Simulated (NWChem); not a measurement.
System: Si2H3ClF2; SMILES F[Si@H](Cl)[SiH2]F

Input file for NWChem:

```
start job
memory heap 200 mb stack 900 mb global 1100 mb
geometry units angstroms noautosym nocenter noautoz
  F      0.699807     2.072516     0.984486
  Si     0.073687     1.680233    -0.465398
  Si    -0.569313    -0.574873    -0.404186
  F     -1.756232    -0.770687     0.684472
  Cl     1.047022    -1.704403     0.186124
  H      1.120736     1.871525    -1.509533
  H     -1.090716     2.569749    -0.740229
  H     -1.062377    -1.102330    -1.705008
end
basis spherical
  * library pcsseg-1
end
dft
  xc bhlyp
  iterations 150
end
property
  shielding
end
task dft property
```

Geometry: optimised at PBE0/def2-SVP.

GIAO values for the isolated, static molecule; σ is the absolute isotropic shielding, δ = σ(reference) − σ with the isolated reference molecule computed at the same levels (19F: trichlorofluoromethane, 1H: tetramethylsilane, 29Si: tetramethylsilane).

Atoms are numbered as in the input.

### Question
Give the results of this calculation. (BHandHLYP/pcSseg-1, GIAO.) Quantities: δ F1 (ppm); δ Si2 (ppm); δ Si3 (ppm); δ F4 (ppm); σ Cl5 (ppm); δ H7 (ppm); δ H8 (ppm).

### Answer
```yaml
"δ F1 (ppm)": -236.7
"δ Si2 (ppm)": -9.2
"δ Si3 (ppm)": 15.5
"δ F4 (ppm)": -156.0
"σ Cl5 (ppm)": 907.5
"δ H7 (ppm)": 5.13
"δ H8 (ppm)": 5.35
```
